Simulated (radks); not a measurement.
Valence configurations of V2+ (all share [Ar]). All-electron calculation, scalar-relativistic Kohn-Sham, SCAN, spin-polarised, spherical densities, finite nucleus; open shells are filled with parallel spins first; meta-GGA in the generalised Kohn-Sham scheme; Fermi nuclear charge, rms radius 3.6002 fm. Program: a radial shooting solver on a logarithmic mesh with Libxc functionals. Energies are relative to 3d3; eigenvalues in eV for spin up.

3d3: E (eV) 0.000; moment (Bohr magnetons) 3; e(3d) -22.301
3d2 4p1: E (eV) 11.149; moment (Bohr magnetons) 3; e(3d) -28.639; e(4p) -15.818
3d2.5 4s0.5: E (eV) 2.551; moment (Bohr magnetons) 3; e(3d) -24.937; e(4s) -19.426
3d2.5 4p0.5: E (eV) 5.161; moment (Bohr magnetons) 3; e(3d) -25.443; e(4p) -14.342
3d1 4p2: E (eV) 26.090; moment (Bohr magnetons) 3; e(3d) -35.314; e(4p) -18.188
3d1 4s1 4p1: E (eV) 20.045; moment (Bohr magnetons) 3; e(3d) -34.313; e(4p) -17.752; e(4s) -23.884
3d1.5 4s1 4p0.5: E (eV) 12.308; moment (Bohr magnetons) 3; e(3d) -30.934; e(4p) -16.519; e(4s) -22.431

NIST lists [Ar] 3d3 as the ground configuration; this level of theory agrees among the configurations tried. The energies are those of spherical high-spin densities, not of single terms. No valid solution was reached for [Ar] 3d1 4s2; [Ar] 3d2 4s1.
